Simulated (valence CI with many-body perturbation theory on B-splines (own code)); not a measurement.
**E1 line list for Nd LIV**

Method: valence CI with perturbative core correlation (CI+MBPT): five valence electrons over a frozen Dirac-Fock core [He], a basis of 11 s, 11 p, 10 d, 8 f, 5 g, 2 h functions for each j, with the one-electron correlation potential Σ1, the two-electron term Σ2, the three-electron term Σ3, Breit, model QED; selected CI, second order for the rest, scaled by the run's own slope (own B-spline code, finite nucleus).

No measured spectrum was set against this ion. As an estimate, large intervals hold to a few tenths of a per cent, small ones and those within an open d or f shell to about a per cent. Among the levels kept, up to 7300 cm⁻¹ of a level comes from second order outside the variational space, and about a tenth of that is noise between levels of different J, which matters for small intervals.

Lines 51 to 100 of 600 in falling wavelength, among levels below 7631.1 eV, chosen from the strongest by gf and those to the six lowest levels. Wavelengths and rates use the calculated energies. Electric multipoles are in the length gauge with retardation, E1 and E2 with the static RPA response of the core. Weak lines are less certain than strong ones. Lines between different terms over intervals too small for the method are left out, as are lines whose strength nearly cancels. The highest levels of a list are the least certain.

Levels are named by their leading jj configuration (3d3/2^4 stands for four electrons in 3d with j = 3/2), which in mixed levels can hold well under half, so a name can repeat and another be missing. Letters in brackets count levels of one name in rising energy.

```tsv
λ vac (nm)	Upper	Lower	A (s⁻¹)	log gf	Branch %
8.441	(2s^2 2p1/2 2p3/2 3d5/2) J=7/2 [a]	(2s 2p1/2^2 2p3/2 3s) J=5/2	1.35e+10	-0.94	0.1
8.239	(2s 2p1/2 2p3/2^2 3d5/2) J=5/2 [a]	(2s 2p1/2 2p3/2^2 3p3/2) J=5/2 [a]	1.46e+10	-1.05	0.0
7.988	(2s^2 2p3/2^2 3d5/2) J=9/2	(2s 2p1/2 2p3/2^2 3s) J=7/2	1.10e+10	-0.98	23.5
6.343	(2s 2p1/2^2 2p3/2 3d3/2) J=7/2	(2s^2 2p1/2 2p3/2 3d3/2) J=5/2 [b]	1.77e+10	-1.07	1.6
6.314	(2s 2p1/2 2p3/2^2 3d3/2) J=9/2	(2s^2 2p3/2^2 3d3/2) J=7/2	1.79e+10	-0.97	1.1
6.202	(2p1/2^2 2p3/2^2 3p3/2) J=5/2	(2s 2p1/2 2p3/2^2 3p3/2) J=3/2 [f]	2.19e+10	-1.12	0.0
6.085	(2s 2p1/2 2p3/2^2 3p3/2) J=9/2	(2s^2 2p3/2^2 3p3/2) J=7/2	7.07e+10	-0.41	6.5
6.010	(2s 2p1/2 2p3/2^2 3p3/2) J=7/2 [b]	(2s^2 2p3/2^2 3p3/2) J=5/2	5.73e+10	-0.61	0.1
5.845	(2s 2p1/2^2 2p3/2 3p3/2) J=5/2 [a]	(2s^2 2p1/2 2p3/2 3p3/2) J=3/2 [b]	5.49e+10	-0.77	0.0
5.821	(2s 2p1/2 2p3/2^2 3p3/2) J=3/2 [b]	(2s^2 2p3/2^2 3p3/2) J=5/2	4.63e+10	-1.03	0.0
5.779	(2s 2p1/2^2 2p3/2 3p3/2) J=7/2	(2s^2 2p1/2 2p3/2 3p3/2) J=5/2 [a]	9.85e+10	-0.40	3.3
5.739	(2s 2p1/2 2p3/2^2 3p3/2) J=1/2 [c]	(2s 2p1/2 2p3/2^2 3s) J=1/2 [c]	9.42e+10	-1.03	0.0
5.722	(2s 2p1/2 2p3/2^2 3p3/2) J=5/2 [c]	(2s 2p1/2 2p3/2^2 3s) J=3/2 [c]	4.87e+10	-0.84	0.0
5.709	(2s 2p1/2 2p3/2^2 3p3/2) J=5/2 [a]	(2s 2p1/2 2p3/2^2 3s) J=3/2 [a]	7.45e+10	-0.66	0.1
5.703	(2p1/2^2 2p3/2^2 3p3/2) J=5/2	(2p1/2^2 2p3/2^2 3s) J=5/2	7.36e+10	-0.67	0.0
5.697	(2p1/2^2 2p3/2^2 3p3/2) J=7/2	(2p1/2^2 2p3/2^2 3s) J=5/2	1.67e+11	-0.19	0.1
5.631	(2p1/2^2 2p3/2^2 3p3/2) J=5/2	(2p1/2^2 2p3/2^2 3s) J=3/2	7.03e+10	-0.70	0.0
5.607	(2s 2p1/2 2p3/2^2 3s) J=5/2 [b]	(2s^2 2p3/2^2 3s) J=5/2	2.82e+10	-1.10	0.0
5.592	(2p1/2^2 2p3/2^2 3p3/2) J=1/2	(2p1/2^2 2p3/2^2 3s) J=3/2	1.29e+11	-0.92	0.1
5.569	(2s 2p1/2 2p3/2^2 3d3/2) J=7/2 [b]	(2s 2p1/2 2p3/2^2 3p1/2) J=5/2 [b]	4.78e+10	-0.75	0.0
5.551	(2s 2p1/2 2p3/2^2 3d3/2) J=5/2 [b]	(2s 2p1/2 2p3/2^2 3p1/2) J=5/2 [b]	8.25e+10	-0.64	0.0
5.547	(2s^2 2p1/2 2p3/2 3p3/2) J=3/2 [a]	(2s^2 2p1/2 2p3/2 3s) J=3/2 [b]	6.07e+10	-0.95	4.1
5.541	(2s 2p1/2 2p3/2^2 3p3/2) J=3/2 [e]	(2s 2p1/2 2p3/2^2 3s) J=1/2 [c]	4.86e+10	-1.05	0.1
5.518	(2s 2p1/2 2p3/2^2 3p3/2) J=7/2 [b]	(2s 2p1/2 2p3/2^2 3s) J=5/2 [b]	2.85e+10	-0.98	0.0
5.511	(2s^2 2p3/2^2 3p3/2) J=1/2	(2s^2 2p3/2^2 3s) J=3/2	1.51e+11	-0.86	2.7
5.503	(2s^2 2p1/2 2p3/2 3d3/2) J=5/2 [b]	(2s^2 2p1/2 2p3/2 3p1/2) J=3/2 [b]	7.50e+10	-0.69	0.0
5.492	(2s 2p1/2 2p3/2^2 3p3/2) J=1/2 [a]	(2s 2p1/2 2p3/2^2 3s) J=3/2 [a]	1.79e+11	-0.79	0.1
5.480	(2s 2p1/2 2p3/2^2 3p3/2) J=5/2 [e]	(2s^2 2p3/2^2 3p3/2) J=3/2 [b]	8.51e+10	-0.64	0.8
5.468	(2s^2 2p1/2 2p3/2 3d3/2) J=3/2 [b]	(2s^2 2p1/2 2p3/2 3p1/2) J=3/2 [b]	6.55e+10	-0.93	0.0
5.463	(2s 2p1/2 2p3/2^2 3d5/2) J=7/2 [b]	(2s 2p1/2 2p3/2^2 3p1/2) J=5/2 [c]	4.30e+10	-0.81	0.0
5.457	(2p1/2^2 2p3/2^2 3p3/2) J=7/2	(2s 2p1/2 2p3/2^2 3p3/2) J=5/2 [e]	3.31e+10	-0.93	0.0
5.451	(2s 2p1/2 2p3/2^2 3d3/2) J=3/2 [b]	(2s 2p1/2 2p3/2^2 3p1/2) J=5/2 [b]	8.36e+10	-0.83	0.0
5.448	(2s 2p1/2 2p3/2^2 3p3/2) J=7/2 [c]	(2s 2p1/2 2p3/2^2 3s) J=5/2 [c]	2.00e+11	-0.15	0.1
5.444	(2s 2p1/2 2p3/2^2 3d5/2) J=5/2 [b]	(2s 2p1/2 2p3/2^2 3p1/2) J=3/2 [d]	3.79e+10	-1.00	0.0
5.409	(2s 2p1/2^2 2p3/2 3p3/2) J=5/2 [b]	(2s 2p1/2^2 2p3/2 3s) J=3/2 [b]	1.94e+11	-0.29	0.2
5.381	(2s 2p1/2 2p3/2^2 3p3/2) J=1/2 [b]	(2s 2p1/2 2p3/2^2 3s) J=1/2 [b]	1.03e+11	-1.05	0.7
5.378	(2s 2p1/2 2p3/2^2 3d3/2) J=3/2 [g]	(2s 2p1/2 2p3/2^2 3p1/2) J=3/2 [d]	7.35e+10	-0.89	0.0
5.377	(2s 2p1/2 2p3/2^2 3p3/2) J=5/2 [d]	(2s 2p1/2 2p3/2^2 3s) J=3/2 [d]	1.26e+11	-0.48	0.6
5.374	(2s 2p1/2^2 2p3/2 3p3/2) J=3/2 [a]	(2s 2p1/2^2 2p3/2 3s) J=3/2 [a]	1.12e+11	-0.71	0.1
5.364	(2s^2 2p1/2 2p3/2 3p3/2) J=1/2 [a]	(2s^2 2p1/2 2p3/2 3s) J=1/2	1.16e+11	-1.00	3.3
5.359	(2s 2p1/2 2p3/2^2 3p3/2) J=3/2 [b]	(2s 2p1/2 2p3/2^2 3s) J=5/2 [b]	8.09e+10	-0.86	0.0
5.357	(2s 2p1/2 2p3/2^2 3p3/2) J=3/2 [d]	(2s 2p1/2 2p3/2^2 3s) J=3/2 [c]	4.96e+10	-1.07	0.1
5.357	(2s 2p1/2^2 2p3/2^2) J=5/2	(2s^2 2p1/2 2p3/2^2) J=5/2	1.14e+10	-1.53	2.5
5.351	(2s^2 2p3/2^2 3p3/2) J=5/2	(2s^2 2p3/2^2 3s) J=3/2	9.90e+10	-0.59	0.3
5.341	(2s 2p1/2 2p3/2^2 3d3/2) J=5/2 [a]	(2s 2p1/2 2p3/2^2 3p1/2) J=5/2 [a]	7.23e+10	-0.73	0.1
5.336	(2p1/2^2 2p3/2^2 3s) J=3/2	(2s 2p1/2 2p3/2^2 3s) J=1/2 [c]	4.60e+10	-1.10	0.0
5.327	(2s 2p1/2 2p3/2^2 3d3/2) J=5/2 [f]	(2s 2p1/2 2p3/2^2 3p1/2) J=3/2 [d]	5.31e+10	-0.87	0.0
5.324	(2s 2p1/2 2p3/2^2 3p3/2) J=5/2 [d]	(2s 2p1/2 2p3/2^2 3s) J=5/2 [c]	3.91e+10	-1.00	0.2
5.294	(2s 2p1/2 2p3/2^2 3p3/2) J=3/2 [d]	(2s 2p1/2 2p3/2^2 3s) J=1/2 [b]	7.69e+10	-0.89	0.1
5.275	(2s 2p1/2 2p3/2^2 3d3/2) J=5/2 [c]	(2s 2p1/2 2p3/2^2 3p1/2) J=3/2 [b]	7.38e+10	-0.73	0.0
```

Question: How does gf follow from A for the line at 5.739 nm?

Answer: gf = 1.4992 × (2J+1)_upper × A / σ², with σ = 1742441 cm⁻¹ and 2J+1 = 2: gf = 0.0930.
